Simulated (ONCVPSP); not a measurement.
# Logarithmic derivatives: Sc (Z = 21), ONCV

Sc (Z = 21), optimised norm-conserving Vanderbilt (ONCV), made with ONCVPSP 4.0.1 (LDA (Perdew-Zunger), scalar-relativistic). Core [Ar], reference 3d1 4s1 4p1. Waves: 4s: rc 3.10 bohr, ncon 4, nbas 8, qcut 1.9 1/bohr, 1 projector; 4p: rc 3.35 bohr, ncon 4, nbas 7, qcut 2.1 1/bohr, 2 projectors, debl 0.4 Ha; 3d: rc 2.40 bohr, ncon 4, nbas 9, qcut 7 1/bohr, 2 projectors, debl 0.8 Ha. Local part: polynomial inside 1.50 bohr (lpopt 5, dvloc0 0 Ha). Core correction: none.

The phase is arctan(r·R′/R) of the radial function R(r), unwrapped; energies in Ha, scanned from -2 to 5 Ha. A pole is an energy at which the radial function vanishes at the test radius. The pseudo phase is shifted by a multiple of π to meet the all-electron one at the reference energy, and phase errors are pseudo minus all-electron; the curves can meet again beyond the range given. Levels narrower than the energy grid can be missing from the lists of poles.

Problem. For each channel, where are the poles, and over which energies does the pseudopotential scatter like the atom?

Solution.

| channel | radius (bohr) | reference energy (Ha) | poles, all-electron | poles, pseudo | unbroken range about the reference energy with phases within 0.05 rad | phase error 1 Ha above the reference energy (rad) |
| --- | --- | --- | --- | --- | --- | --- |
| s | 3.14 | -0.18 | 0.53, 3.43 | -1.59, 0.48, 2.25 | -1.6 to 0.7 | -0.069 |
| p | 3.40 | -0.08 | -1.27, 0.66, 3.07 | 0.65, 0.92, 3.13 | -1.2 to 0.8 | -3.046 |
| d | 2.43 | -0.17 | 0.06, 2.79 | 0.06, 2.85 | below 3.8 | +0.000 |

Note: ghosts flagged at negative energy: s at -43.5 eV; GHOST(+) flagged for p at 22.3 eV. A true bound ghost makes a file unfit for plane-wave use.

Phases in the p channel:

| E (Ha) | all-electron | pseudo |
| --- | --- | --- |
| -1.98 | 1.383 | -1.755 |
| -1.80 | 1.370 | -1.767 |
| -1.62 | 1.352 | -1.781 |
| -1.44 | 1.324 | -1.799 |
| -1.26 | -1.716 | -1.822 |
| -1.08 | -1.839 | -1.853 |
| -0.90 | -1.889 | -1.896 |
| -0.72 | -1.958 | -1.963 |
| -0.54 | -2.076 | -2.080 |
| -0.36 | -2.332 | -2.334 |
| -0.18 | -3.029 | -3.029 |
| 0.00 | -3.994 | -3.995 |
| 0.18 | -4.398 | -4.398 |
| 0.36 | -4.567 | -4.567 |
| 0.54 | -4.665 | -4.666 |
| 0.72 | -4.736 | -4.748 |
| 0.90 | -4.803 | -7.814 |
| 1.08 | -4.881 | -7.957 |
| 1.26 | -5.006 | -8.043 |
| 1.44 | -5.303 | -8.179 |
| 1.62 | -6.368 | -8.519 |
| 1.80 | -7.311 | -9.688 |
| 1.98 | -7.567 | -10.504 |
| 2.16 | -7.674 | -10.731 |
| 2.34 | -7.734 | -10.831 |
| 2.52 | -7.774 | -10.888 |
| 2.70 | -7.805 | -10.928 |
| 2.88 | -7.830 | -10.959 |
| 3.06 | -7.853 | -10.986 |
| 3.24 | -7.875 | -11.011 |
| 3.42 | -7.897 | -11.037 |
| 3.60 | -7.923 | -11.066 |
| 3.78 | -7.955 | -11.102 |
| 3.96 | -7.999 | -11.155 |
| 4.14 | -8.072 | -11.249 |
| 4.32 | -8.229 | -11.481 |
| 4.50 | -8.781 | -12.457 |
| 4.68 | -10.199 | -13.588 |
| 4.86 | -10.646 | -13.854 |
